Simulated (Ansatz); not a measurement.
A nudged elastic band was laid between two geometries of GaH3O3 + H3P (11 atoms, charge 0, multiplicity 1).

All numbers below come from RKS PBE0/def2-SVP (Ansatz).

- movable images: 8
- climbing image: no
- spring: 5.0 eV/Å²
- optimiser: quadratic models (default)
- start path: through a guess of the saddle point
- force threshold: 0.05 eV/Å
- iteration limit: 60
- end points: relaxed

Image 0:

```xyz
11
Properties=species:S:1:pos:R:3
Ga -0.044 -0.891 0.455
O 1.211 -1.411 -0.704
O 0.282 -0.161 2.044
O -1.735 -1.244 0.056
H 0.596 1.224 -1.411
P -0.361 2.185 -0.953
H 2.118 -1.225 -0.444
H 1.212 -0.006 2.234
H -1.824 -1.697 -0.789
H -1.426 1.233 -0.913
H -0.030 1.993 0.425
```

Image 9:

```xyz
11
Properties=species:S:1:pos:R:3
Ga -0.211 -0.144 0.182
O 1.454 -0.865 -0.960
O 1.071 -0.304 1.482
O -1.372 -1.510 0.272
H 1.899 -0.164 -1.455
P -0.559 1.959 -0.752
H 1.899 -0.903 -0.080
H 0.814 -0.848 2.234
H -2.149 -1.422 -0.287
H -1.905 1.683 -1.144
H -0.941 2.519 0.506
```

Which bonds break or form, and what moves?

Bonds broken: H5–P6. Bonds formed: Ga1–P6, O2–H5. GaH3O3 + H3P becomes GaH6O3P.

What energy profile does the band end with?

The forces met the threshold. The highest image is number 3 of 0 to 9, 12.3 kcal/mol above the first end and 29.2 kcal/mol above the last; the last end lies 16.8 kcal/mol below the first. No image climbed, so the highest image needn't sit at the top of the path. The orbitals stay closed-shell, which can raise the energy where a bond breaks towards radicals; this wasn't checked here.

```json
{"image": "0", "path coordinate (Å)": "0.00", "energy (kcal/mol)": "0.0", "H5–P6 (Å)": "1.43", "Ga1–P6 (Å)": "3.40", "O2–H5 (Å)": "2.80"}
{"image": "1", "path coordinate (Å)": "0.55", "energy (kcal/mol)": "1.0", "H5–P6 (Å)": "1.43", "Ga1–P6 (Å)": "3.27", "O2–H5 (Å)": "2.27"}
{"image": "2", "path coordinate (Å)": "1.10", "energy (kcal/mol)": "10.1", "H5–P6 (Å)": "1.51", "Ga1–P6 (Å)": "2.90", "O2–H5 (Å)": "1.68"}
{"image": "3", "path coordinate (Å)": "1.65", "energy (kcal/mol)": "12.3", "H5–P6 (Å)": "1.88", "Ga1–P6 (Å)": "2.61", "O2–H5 (Å)": "1.12"}
{"image": "4", "path coordinate (Å)": "2.20", "energy (kcal/mol)": "-4.0", "H5–P6 (Å)": "2.20", "Ga1–P6 (Å)": "2.39", "O2–H5 (Å)": "0.99"}
{"image": "5", "path coordinate (Å)": "2.75", "energy (kcal/mol)": "-10.6", "H5–P6 (Å)": "2.57", "Ga1–P6 (Å)": "2.35", "O2–H5 (Å)": "0.97"}
{"image": "6", "path coordinate (Å)": "3.31", "energy (kcal/mol)": "-13.2", "H5–P6 (Å)": "2.91", "Ga1–P6 (Å)": "2.34", "O2–H5 (Å)": "0.97"}
{"image": "7", "path coordinate (Å)": "3.85", "energy (kcal/mol)": "-15.0", "H5–P6 (Å)": "3.16", "Ga1–P6 (Å)": "2.33", "O2–H5 (Å)": "0.97"}
{"image": "8", "path coordinate (Å)": "4.40", "energy (kcal/mol)": "-16.4", "H5–P6 (Å)": "3.31", "Ga1–P6 (Å)": "2.33", "O2–H5 (Å)": "0.97"}
{"image": "9", "path coordinate (Å)": "4.95", "energy (kcal/mol)": "-16.8", "H5–P6 (Å)": "3.32", "Ga1–P6 (Å)": "2.33", "O2–H5 (Å)": "0.97"}
```

What is the geometry of the highest image?


```xyz
11
Properties=species:S:1:pos:R:3
Ga -0.248 -0.476 0.408
O 1.151 -0.827 -0.962
O 0.359 -0.390 2.083
O -1.734 -1.407 0.115
H 0.909 0.252 -1.117
P -0.128 1.799 -0.875
H 2.056 -0.965 -0.644
H 1.085 0.222 2.227
H -1.835 -1.719 -0.789
H -1.487 1.390 -0.957
H -0.129 2.120 0.510
```

Run time: 9 min on 4 threads of Arm Neoverse N1 (shared host), peak memory 0.39 GiB.
